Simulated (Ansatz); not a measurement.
Relaxation of CH7NOSi (11 atoms, charge 0, multiplicity 1), to a largest force component of 0.02 eV/Å in at most 40 steps.

Method: RKS BHLYP/def2-SVP (Ansatz 0.2.0).

```xyz
11
Properties=species:S:1:pos:R:3
Si 0.000 0.000 0.000
O 0.000 0.000 1.680
C -1.111 -0.344 2.494
H -1.814 -0.978 1.914
H -0.758 -0.904 3.386
H -1.631 0.581 2.821
H 1.377 0.000 -0.486
N -0.857 1.485 -0.606
H -1.877 1.430 -0.889
H -0.337 2.406 -0.677
H -0.688 -1.191 -0.486
```

Problem. Where does it end, and by what steps?

Solution. The forces met the threshold. The force dipped under the threshold on the way, but the program's further checks kept it going. After 17 steps the energy has fallen by 0.450 eV; H5 moved furthest, 0.48 Å.

```
step  energy less start (eV)  largest force component (eV/Å)  accepted
   0                  0.0000                           2.568       yes
   1                 -0.3685                           1.274       yes
   2                 -0.4320                           0.199       yes
   3                 -0.4373                           0.064       yes
   4                 -0.4421                           0.138       yes
   5                 -0.4425                           0.141       yes
   6                 -0.4318                           0.641        no
   7                 -0.4462                           0.096       yes
   8                 -0.4459                           0.266        no
   9                 -0.4390                           0.252        no
  10                 -0.4476                           0.011       yes
  11                 -0.4484                           0.058       yes
  12                 -0.4489                           0.097       yes
  13                 -0.4494                           0.069       yes
  14                 -0.4500                           0.028       yes
  15                 -0.4502                           0.026       yes
  16                 -0.4503                           0.025       yes
  17                 -0.4503                           0.007       yes
```

```xyz
11
Properties=species:S:1:pos:R:3
Si -0.037 -0.005 -0.050
O 0.015 -0.250 1.587
C -1.089 -0.344 2.431
H -1.704 -1.225 2.204
H -0.744 -0.433 3.464
H -1.732 0.543 2.363
H 1.379 -0.002 -0.451
N -0.797 1.447 -0.545
H -1.770 1.493 -0.791
H -0.406 2.358 -0.374
H -0.812 -1.098 -0.685
```

Time of the run: 55 s on 2 threads of Intel(R) Xeon(R) Platinum 8259CL CPU @ 2.50GHz (Skylake/Cascade Lake) (shared host), peak memory 0.21 GiB.
